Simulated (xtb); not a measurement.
A run for xtb: GFN2-xTB on AgCl, 2S+1 = 1, a spin state set in the input, which need not be the lowest, a point of a bond scan (R = 2.182 Å).

```
$ xtb mol.xyz --gfn 2 --sp --chrg 0 --uhf 0
2

Ag     0.00000000     0.00000000     0.00000000
Cl     0.00000000     0.00000000     2.18170100
```

The log:

```
[...]
           -------------------------------------------------
          |                Calculation Setup                |
           -------------------------------------------------



           -------------------------------------------------
          |                 G F N 2 - x T B                 |
           -------------------------------------------------

        Reference                      10.1021/acs.jctc.8b01176
      * Hamiltonian:
        H0-scaling (s, p, d)           1.850000    2.230000    2.230000
        zeta-weighting                 0.500000
      * Dispersion:
        s8                             2.700000
        a1                             0.520000
        a2                             5.000000
        s9                             5.000000
      * Repulsion:
        kExp                           1.500000    1.000000
        rExp                           1.000000
      * Coulomb:
        alpha                          2.000000
        third order                    shell-resolved
        anisotropic                    true
        a3                             3.000000
        a5                             4.000000
        cn-shift                       1.200000
        cn-exp                         4.000000
        max-rad                        5.000000


          ...................................................
          :                      SETUP                      :
          :.................................................:
          :  # basis functions                  20          :
          :  # atomic orbitals                  18          :
          :  # shells                            6          :
          :  # electrons                        18          :
          :  max. iterations                   250          :
          :  Hamiltonian                  GFN2-xTB          :
          :  restarted?                      false          :
          :  GBSA solvation                  false          :
          :  PC potential                    false          :
          :  electronic temp.          300.0000000     K    :
          :  accuracy                    1.0000000          :
          :  -> integral cutoff          0.2500000E+02      :
          :  -> integral neglect         0.1000000E-07      :
          :  -> SCF convergence          0.1000000E-05 Eh   :
          :  -> wf. convergence          0.1000000E-03 e    :
          :  Broyden damping             0.4000000          :
          :  net charge                          0          :
          :  unpaired electrons                  0          :
          ...................................................

 iter      E             dE          RMSdq      gap      omega  full diag
   1     -8.4718671 -0.847187E+01  0.741E+00    3.75       0.0  T
   2     -8.4723694 -0.502224E-03  0.496E+00    3.91       1.0  T
   3     -8.4728445 -0.475142E-03  0.698E-01    4.15       1.0  T
   4     -8.4728975 -0.529623E-04  0.372E-01    4.14       1.0  T
   5     -8.4729472 -0.497352E-04  0.172E-01    4.16       1.0  T
   6     -8.4729608 -0.135961E-04  0.121E-01    4.17       1.0  T
   7     -8.4729725 -0.116911E-04  0.521E-03    4.18      13.6  T
   8     -8.4729725 -0.935184E-09  0.270E-03    4.17      26.2  T
   9     -8.4729725 -0.184716E-09  0.133E-04    4.17     533.5  T
  10     -8.4729725 -0.589750E-12  0.635E-06    4.17   11138.9  T

   *** convergence criteria satisfied after 10 iterations ***

         #    Occupation            Energy/Eh            Energy/eV
      -------------------------------------------------------------
         1        2.0000           -1.0322786             -28.0897
       ...           ...                  ...                  ...
         3        2.0000           -0.4275086             -11.6331
         4        2.0000           -0.4275086             -11.6331
         5        2.0000           -0.4116598             -11.2018
         6        2.0000           -0.4116598             -11.2018
         7        2.0000           -0.3986307             -10.8473
         8        2.0000           -0.3986307             -10.8473
         9        2.0000           -0.3973035             -10.8112 (HOMO)
        10                         -0.2438763              -6.6362 (LUMO)
        11                         -0.1177404              -3.2039
        12                         -0.1177404              -3.2039
        13                          0.0507634               1.3813
        14                          0.0507634               1.3813
       ...                                ...                  ...
        18                          0.2894386               7.8760
      -------------------------------------------------------------
                  HL-Gap            0.1534272 Eh            4.1750 eV
             Fermi-level           -0.3205899 Eh           -8.7237 eV

 SCC (total)                   0 d,  0 h,  0 min,  0.005 sec
 SCC setup                      ...        0 min,  0.000 sec (  2.981%)
 Dispersion                     ...        0 min,  0.000 sec (  1.074%)
 classical contributions        ...        0 min,  0.000 sec (  0.590%)
 integral evaluation            ...        0 min,  0.001 sec ( 15.407%)
 iterations                     ...        0 min,  0.003 sec ( 55.852%)
 molecular gradient             ...        0 min,  0.001 sec ( 17.801%)
 printout                       ...        0 min,  0.000 sec (  5.724%)

         :::::::::::::::::::::::::::::::::::::::::::::::::::::
         ::                     SUMMARY                     ::
         :::::::::::::::::::::::::::::::::::::::::::::::::::::
         :: total energy              -8.468227544509 Eh    ::
         :: gradient norm              0.008028314426 Eh/a0 ::
         :: HOMO-LUMO gap              4.174966304225 eV    ::
         ::.................................................::
         :: SCC energy                -8.472972480170 Eh    ::
         :: -> isotropic ES            0.013729023547 Eh    ::
         :: -> anisotropic ES          0.002961317162 Eh    ::
         :: -> anisotropic XC         -0.005336464019 Eh    ::
         :: -> dispersion             -0.000872633058 Eh    ::
         :: repulsion energy           0.004744935661 Eh    ::
         :: add. restraining           0.000000000000 Eh    ::
         :: total charge              -0.000000000000 e     ::
         :::::::::::::::::::::::::::::::::::::::::::::::::::::

           -------------------------------------------------
          |                Property Printout                |
           -------------------------------------------------

    * Orbital Energies and Occupations

         #    Occupation            Energy/Eh            Energy/eV
      -------------------------------------------------------------
         1        2.0000           -1.0322786             -28.0897
         2        2.0000           -0.4523058             -12.3079
         3        2.0000           -0.4275086             -11.6331
         4        2.0000           -0.4275086             -11.6331
         5        2.0000           -0.4116598             -11.2018
         6        2.0000           -0.4116598             -11.2018
         7        2.0000           -0.3986307             -10.8473
         8        2.0000           -0.3986307             -10.8473
         9        2.0000           -0.3973035             -10.8112 (HOMO)
        10                         -0.2438763              -6.6362 (LUMO)
        11                         -0.1177404              -3.2039
        12                         -0.1177404              -3.2039
        13                          0.0507634               1.3813
        14                          0.0507634               1.3813
Note: The following floating-point exceptions are signalling: IEEE_UNDERFLOW_FLAG IEEE_DENORMAL
normal termination of xtb
        15                          0.0537940               1.4638
        16                          0.0537940               1.4638
        17                          0.0586491               1.5959
        18                          0.2894386               7.8760
      -------------------------------------------------------------
                  HL-Gap            0.1534272 Eh            4.1750 eV
             Fermi-level           -0.3205899 Eh           -8.7237 eV

     #   Z          covCN         q      C6AA      α(0)
     1  47 Ag       0.806     0.289   252.065    33.079
     2  17 Cl       0.806    -0.289   108.268    15.917

 Mol. C6AA /au·bohr⁶  :        682.512299
 Mol. C8AA /au·bohr⁸  :      46535.672704
 Mol. α(0) /au        :         48.996882


Wiberg/Mayer (AO) data.
largest (>0.10) Wiberg bond orders for each atom

 ---------------------------------------------------------------------------
     #   Z sym  total        # sym  WBO       # sym  WBO       # sym  WBO
 ---------------------------------------------------------------------------
     1  47 Ag   1.216 --     2 Cl   1.216
     2  17 Cl   1.216 --     1 Ag   1.216
 ---------------------------------------------------------------------------

Topologies differ in total number of bonds
Writing topology from bond orders to xtbtopo.mol

molecular dipole:
                 x           y           z       tot (Debye)
 q only:        0.000       0.000      -1.191
   full:        0.000      -0.000      -2.099       5.335
molecular quadrupole (traceless):
                xx          xy          yy          xz          yz          zz
 q only:        2.455       0.000       2.455       0.000       0.000      -4.910
  q+dip:        2.954       0.000       2.954       0.000      -0.000      -5.909
   full:        3.148      -0.000       3.148       0.000      -0.000      -6.295


           -------------------------------------------------
          | TOTAL ENERGY               -8.468227544509 Eh   |
          | GRADIENT NORM               0.008028314426 Eh/α |
          | HOMO-LUMO GAP               4.174966304225 eV   |
           -------------------------------------------------

------------------------------------------------------------------------
------------------------------------------------------------------------
 total:
 SCF:
```

The run finished.

Cost: about 0.09 core-seconds (a rough figure).
